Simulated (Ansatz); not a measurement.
Saddle point of BAsH6S, singlet (BH₃S ([BH2][SH]) + AsH₃ → BAsH₄ ([BH2][AsH2]) + H₂S; bonds formed: S2–H5; bonds broken: H5–As6), PBE0-D4/def2-TZVP structure:

B1  (-0.630, -0.174, -0.672)
S2  (0.436, 1.558, -0.950)
H3  (-0.250, -0.965, -1.479)
H4  (-1.757, 0.223, -0.670)
H5  (0.242, 0.551, 0.226)
As6  (-0.358, -1.111, 1.233)
H7  (1.623, 0.986, -1.209)
H8  (-0.469, 0.071, 2.187)
H9  (1.163, -1.139, 1.335)
(Å)

Energies are electronic, without zero-point energy. Barriers and step energies count from the start structure reached by relaxing down the imaginary mode; all methods use the PBE0-D4 structures, on which another method's saddle can fall below an end. Ansatz 0.2.0; basis: def2-TZVPP, with def2-QZVPP for the basis limit; cores frozen in the correlated methods. Filled d shells of the heavier atoms are correlated. The def2 sets are not built for correlating such inner shells, so the correlated values are less sure here. B3LYP uses VWN-RPA correlation. Extrapolation: Hartree–Fock as exp(−7.88 √X), correlation as X^−2.97.

```tsv
method	barrier (kcal/mol)	step energy (kcal/mol)
SPW92	17.12	7.10
PBE-D4	19.43	7.99
BLYP-D4	21.71	8.07
r2SCAN-D4	21.85	8.63
B97M-V	25.39	10.78
PBE0-D4	23.36	8.71
B3LYP-D4	?	8.62
r2SCAN0-D4	24.61	8.99
BHLYP-D4	29.93	9.61
CAM-B3LYP-D4	27.28	8.83
wB97X-V	28.21	9.34
wB97M-V	26.24	8.27
B2PLYP	?	9.17
PBE-QIDH	?	9.67
RPA on PBE	26.26	8.98
HF	39.15	11.64
MP2	26.11	10.00
CCSD	29.43	9.54
CCSD(T)	27.18	9.32
```

(1) Fill in the withheld barriers. (To be estimated.)

T1 diagnostic: at most 0.012.

Answers

(1) By the calculation: B2PLYP 25.92; B3LYP-D4 24.76; PBE-QIDH 26.59 kcal/mol. Each is the energy of the saddle less that of the start structure, by the same method.

For comparison, the barrier by CCSD(T) at an estimated basis limit (MP2 extrapolated from triple and quadruple zeta, plus CCSD(T) − MP2 in triple zeta) is 25.91 kcal/mol.

Labels in which every atom is bracketed show which atoms are joined, not bond orders.

For scale, one of the runs: CCSD(T)/def2-TZVPP, 205 basis functions, launched by `ansatz run in.yaml --threads 4 --pin off --events-out ev --progress --plain --max-ram 9574MiB`. Hardware: 4 CPU threads of an Arm Neoverse V1, shared host. Wall time 63 s; peak host memory 2.5 GiB.
